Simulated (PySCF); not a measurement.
## Basis-set dependence of the ionisation energy of Lu²⁺

Lu²⁺ [Xe] 4f14 6s1 (2S) → Lu³⁺ [Xe] 4f14 (1S). All values are computed (PySCF 2.14, energy differences of UHF-based or UKS calculations, no spin-orbit coupling). Values in eV.

| basis | Hamiltonian | functions | UHF | r2SCAN | PBE0 | MP2 (valence) |
| --- | --- | --- | --- | --- | --- | --- |
| cc-pVDZ-X2C | spin-free X2C | 84 | 19.901 | 20.744 | 20.857 | 20.728 |
| x2c-TZVPPall | spin-free X2C | 99 | 19.951 | 20.832 | 20.961 | 20.917 |
| ANO-RCC-VTZP | spin-free X2C | 104 | 19.937 | 20.851 | 20.977 | 20.901 |
| x2c-TZVPPall with one added diffuse shell each of s, p, d type | spin-free X2C | 108 | 19.955 | 20.845 | 20.974 | 20.928 |
| cc-pwCVTZ-X2C | spin-free X2C | 186 | 19.946 | 20.842 | 20.988 | 21.038 |

Frozen in the all-electron rows: valence: [Kr] 4d10.

Reference for a calculation without spin-orbit coupling: 20.959 eV (measured, between term centres; NIST).
